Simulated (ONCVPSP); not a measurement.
## Logarithmic derivatives: barium, ONCV

- Element: Ba
- Generator: ONCVPSP 4.0.1
- Type: optimised norm-conserving Vanderbilt (ONCV)
- Functional: PBE
- Relativity: scalar-relativistic
- Frozen core: [Kr] 4d10
- Valence charge: 10
- Reference configuration: 5s2 5p6 (charge +2)
- Partial waves: 5s: rc 1.95 bohr, ncon 4, nbas 7, qcut 3.6 1/bohr, 2 projectors, debl 3.5 Ha; 5p: rc 2.20 bohr, ncon 3, nbas 7, qcut 3.5 1/bohr, 2 projectors, debl 0.9 Ha; d scattering state at 0.03 Ha: rc 1.70 bohr, ncon 4, nbas 7, qcut 4.8 1/bohr, local
- Local potential: the d channel
- Core correction: Teter function, fcfact 2, rcfact 1.4

In the p channel the program set the typed energies aside and used -1.136, 0.250 Ha. In the d channel the program set the typed energies aside and used 0.050 Ha.

The phase is arctan(r·R′/R) of the radial function R(r), unwrapped; energies in Ha, scanned from -3 to 5 Ha. A pole is an energy at which the radial function vanishes at the test radius. The pseudo phase is shifted by a multiple of π to meet the all-electron one at the reference energy, and phase errors are pseudo minus all-electron; the curves can meet again beyond the range given. Levels narrower than the energy grid can be missing from the lists of poles.

| channel | radius (bohr) | reference energy (Ha) | poles, all-electron | poles, pseudo | unbroken range about the reference energy with phases within 0.05 rad | phase error 1 Ha above the reference energy (rad) |
| --- | --- | --- | --- | --- | --- | --- |
| s | 1.98 | -1.69 | -0.62 | -0.63, 1.60 | below 1.6 | -0.001 |
| p | 2.24 | -1.14 | -0.29 | -0.29, 4.32 | below 1.7 | -0.000 |
| d | 1.73 | 0.05 | 3.71 | 2.94 | -1.2 to 2.6 | -0.021 |

Note: no bound ghost flagged; GHOST(+) flagged for s at 44.2 eV.

Phases in the p channel:

```tsv
E (Ha)	all-electron	pseudo
-2.98	1.222	1.221
-2.76	1.179	1.178
-2.54	1.119	1.119
-2.32	1.029	1.028
-2.10	0.878	0.877
-1.88	0.590	0.589
-1.66	0.022	0.021
-1.44	-0.675	-0.675
-1.22	-1.090	-1.090
-1.00	-1.299	-1.299
-0.78	-1.420	-1.420
-0.56	-1.500	-1.500
-0.34	-1.559	-1.559
-0.12	-1.607	-1.607
0.10	-1.651	-1.651
0.32	-1.693	-1.693
0.54	-1.739	-1.739
0.76	-1.791	-1.792
0.98	-1.857	-1.859
1.20	-1.949	-1.953
1.42	-2.092	-2.103
1.64	-2.346	-2.380
1.86	-2.825	-2.921
2.08	-3.492	-3.621
2.30	-3.963	-4.059
2.52	-4.210	-4.280
2.74	-4.348	-4.405
2.96	-4.434	-4.484
3.18	-4.493	-4.540
3.40	-4.536	-4.583
3.62	-4.570	-4.619
3.84	-4.596	-4.649
4.06	-4.619	-4.678
4.28	-4.638	-4.707
4.50	-4.654	-4.739
4.72	-4.669	-4.778
4.94	-4.683	-4.835
```
